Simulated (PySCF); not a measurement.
PySCF input for BaHO, SMILES [OH][Ba], multiplicity 2, TDA-PBE0/def2-TZVPD. Coordinates come from a PBE-D3(BJ)/def2-TZVPD optimisation. The def2 effective core potentials stand for the cores of Ba; spin–orbit coupling is left out.

```python
import numpy as np
from pyscf import gto, scf, dft, tdscf

mol = gto.M(
    atom='''
    Ba    0.00000000    0.00000000    0.31845767
    O     0.00000000    0.00000000   -1.87399251
    H     0.00000000    0.00000000   -2.84168965
    ''',
    basis='def2-TZVPD',
    ecp={'Ba': 'def2-tzvp'},
    charge=0,
    spin=1,
    max_memory=1600,
    verbose=4,
)
mf = dft.UKS(mol, xc='pbe0').density_fit(auxbasis='def2-universal-jkfit')
mf.grids.level = 3
mf.conv_tol = 1e-9
mf.max_cycle = 100
mf.kernel()
fine, coarse = mf.grids, dft.Grids(mol).set(level=1).build(with_non0tab=True)
for _ in range(3):  # follow internal instabilities
    mf.grids = coarse
    mo, _, stable, _ = mf.stability(return_status=True, nroots=4)
    mf.grids = fine
    if stable:
        break
    mf.kernel(mf.make_rdm1(mo, mf.mo_occ))
mf.grids = dft.Grids(mol).set(level=1).build(with_non0tab=True)  # coarser grid for the response kernel
td = tdscf.TDA(mf)
td.nstates = 10
td.conv_tol = 1e-4
td.positive_eig_threshold = 1e-6
td.kernel(x0=td.get_init_guess(mf, 15))
td.analyze(verbose=3)
```

It prints:

```
PySCF version 2.14.0

[INPUT] verbose = 4
[INPUT] num. atoms = 3
[INPUT] num. electrons = 19
[INPUT] charge = 0
[INPUT] spin (= nelec alpha-beta = 2S) = 1
[INPUT] symmetry False subgroup None
[INPUT] Mole.unit = angstrom
[INPUT] Symbol           X                Y                Z      unit          X                Y                Z       unit  Magmom
[INPUT]  1 Ba     0.000000000000   0.000000000000   0.318457670000 AA    0.000000000000   0.000000000000   0.601797778567 Bohr   0.0
[INPUT]  2 O      0.000000000000   0.000000000000  -1.873992510000 AA    0.000000000000   0.000000000000  -3.541332603386 Bohr   0.0
[INPUT]  3 H      0.000000000000   0.000000000000  -2.841689650000 AA    0.000000000000   0.000000000000  -5.370015169511 Bohr   0.0

nuclear repulsion = 25.3583387826615
number of shells = 33
number of NR pGTOs = 126
number of NR cGTOs = 89
basis = def2-TZVPD
ecp = {'Ba': 'def2-tzvp'}


[settings echo left out]
init E= -95.8231285419205
  alpha nocc = 10  HOMO = -0.249254869773868  LUMO = -0.203222207112838
  beta  nocc = 9  HOMO = -0.599903367110322  LUMO = -0.249254869773861

WARN: HOMO -0.249254869773868 >= LUMO -0.249254869773861

cycle= 1 E= -101.061437343138  delta_E= -5.24  |g|= 0.751  |ddm|= 10.2
  alpha nocc = 10  HOMO = -0.0244755831761775  LUMO = 0.0154150755462741

WARN: beta  nocc = 9  HOMO -0.0161737044378887 >= LUMO -0.0161737044378641


WARN: HOMO -0.0161737044378887 >= LUMO -0.0161737044378641

cycle= 2 E= -98.3565419481433  delta_E=  2.7  |g|= 2.19  |ddm|= 3.67
  alpha nocc = 10  HOMO = -0.0988878898765861  LUMO = -0.00562779434614179
  beta  nocc = 9  HOMO = -0.319140603292798  LUMO = -0.0414782283440758
  HOMO = -0.0988878898766  LUMO = -0.0414782283441  gap/eV = 1.56220
cycle= 3 E= -101.271207698059  delta_E= -2.91  |g|= 0.179  |ddm|= 3.45
  alpha nocc = 10  HOMO = -0.122748001578497  LUMO = -0.00908072873982045
  beta  nocc = 9  HOMO = -0.26073940363415  LUMO = -0.0604502425056985
  HOMO = -0.122748001578  LUMO = -0.0604502425057  gap/eV = 1.69521
cycle= 4 E= -101.295027494751  delta_E= -0.0238  |g|= 0.0626  |ddm|= 0.832
  alpha nocc = 10  HOMO = -0.116722647328732  LUMO = 0.00199731425462465
  beta  nocc = 9  HOMO = -0.270730454298114  LUMO = -0.0505738531994488
  HOMO = -0.116722647329  LUMO = -0.0505738531994  gap/eV = 1.80000
cycle= 5 E= -101.297181095446  delta_E= -0.00215  |g|= 0.0144  |ddm|= 0.18
  alpha nocc = 10  HOMO = -0.117229216358798  LUMO = 0.000725485501620155
  beta  nocc = 9  HOMO = -0.277576696856476  LUMO = -0.0508300426264974
  HOMO = -0.117229216359  LUMO = -0.0508300426265  gap/eV = 1.80681
cycle= 6 E= -101.297395762332  delta_E= -0.000215  |g|= 0.00518  |ddm|= 0.0864
  alpha nocc = 10  HOMO = -0.117956861752862  LUMO = -0.000375355488858707
  beta  nocc = 9  HOMO = -0.280115921060876  LUMO = -0.0515865076784721
  HOMO = -0.117956861753  LUMO = -0.0515865076785  gap/eV = 1.80603
cycle= 7 E= -101.29745841133  delta_E= -6.26e-05  |g|= 0.00209  |ddm|= 0.0398
  alpha nocc = 10  HOMO = -0.118308692661273  LUMO = -0.00127586548348806
  beta  nocc = 9  HOMO = -0.281344856712519  LUMO = -0.0519722213849256
  HOMO = -0.118308692661  LUMO = -0.0519722213849  gap/eV = 1.80511
cycle= 8 E= -101.297479658035  delta_E= -2.12e-05  |g|= 0.000387  |ddm|= 0.0359
  alpha nocc = 10  HOMO = -0.118261430732542  LUMO = -0.00135166872877678
  beta  nocc = 9  HOMO = -0.281413807993981  LUMO = -0.0519525762388433
  HOMO = -0.118261430733  LUMO = -0.0519525762388  gap/eV = 1.80436
cycle= 9 E= -101.297481351565  delta_E= -1.69e-06  |g|= 0.000153  |ddm|= 0.00923
  alpha nocc = 10  HOMO = -0.118279774140969  LUMO = -0.00143025167764033
  beta  nocc = 9  HOMO = -0.281497305671743  LUMO = -0.0519826101326899
  HOMO = -0.118279774141  LUMO = -0.0519826101327  gap/eV = 1.80404
cycle= 10 E= -101.29748149527  delta_E= -1.44e-07  |g|= 3.64e-05  |ddm|= 0.00317
  alpha nocc = 10  HOMO = -0.118271018262124  LUMO = -0.00142192009884315
  beta  nocc = 9  HOMO = -0.281497223741909  LUMO = -0.0519757783537713
  HOMO = -0.118271018262  LUMO = -0.0519757783538  gap/eV = 1.80399
cycle= 11 E= -101.297481500198  delta_E= -4.93e-09  |g|= 5.83e-06  |ddm|= 0.000962
  alpha nocc = 10  HOMO = -0.118271602086931  LUMO = -0.00142125192095368
  beta  nocc = 9  HOMO = -0.281495573533675  LUMO = -0.0519756340896045
  HOMO = -0.118271602087  LUMO = -0.0519756340896  gap/eV = 1.80401
cycle= 12 E= -101.297481500532  delta_E= -3.34e-10  |g|= 3.31e-06  |ddm|= 0.00013
  alpha nocc = 10  HOMO = -0.11827156280604  LUMO = -0.0014212568564745
  beta  nocc = 9  HOMO = -0.281496687873205  LUMO = -0.0519755454291513
  HOMO = -0.118271562806  LUMO = -0.0519755454292  gap/eV = 1.80401
Extra cycle  E= -101.297481500639  delta_E= -1.06e-10  |g|= 2.81e-06  |ddm|= 3.36e-05
converged SCF energy = -101.297481500639  <S^2> = 0.75022387  2S+1 = 2.0002239
tot grids = 16528
uhf_internal: lowest eigs of H = [0.07181553 0.07187065 0.09068799 0.09073323]
<class 'pyscf.df.df_jk.DFUKS'> wavefunction is stable in the internal stability analysis
tot grids = 16528
Overwritten attributes  positive_eig_threshold  of <class 'pyscf.tdscf.uks.TDA'>


******** <class 'pyscf.tdscf.uks.TDA'> for <class 'pyscf.df.df_jk.DFUKS'> ********
nstates = 10
deg_eia_thresh = 1.000e-03
wfnsym = None
conv_tol = 0.0001
eigh lindep = 1e-12
eigh level_shift = 0
eigh max_cycle = 100


Excitation energies (eV)
[1.22979058 1.23006648 1.37609388 1.37609539 1.55332998 2.46343184
 2.46345836 2.79679574 3.45744813 3.72073514]

** Excitation energies and oscillator strengths **
Excited State   1:      1.22979 eV   1008.17 nm  f=0.0000
Excited State   2:      1.23007 eV   1007.95 nm  f=0.0000
Excited State   3:      1.37609 eV    900.99 nm  f=0.2380
Excited State   4:      1.37610 eV    900.99 nm  f=0.2380
Excited State   5:      1.55333 eV    798.18 nm  f=0.1728
Excited State   6:      2.46343 eV    503.30 nm  f=0.1135
Excited State   7:      2.46346 eV    503.29 nm  f=0.1135
Excited State   8:      2.79680 eV    443.31 nm  f=0.0508
Excited State   9:      3.45745 eV    358.60 nm  f=0.0054
Excited State  10:      3.72074 eV    333.23 nm  f=0.0048
```

Self-consistency was reached.

Cost: around 15 core-seconds (rough).
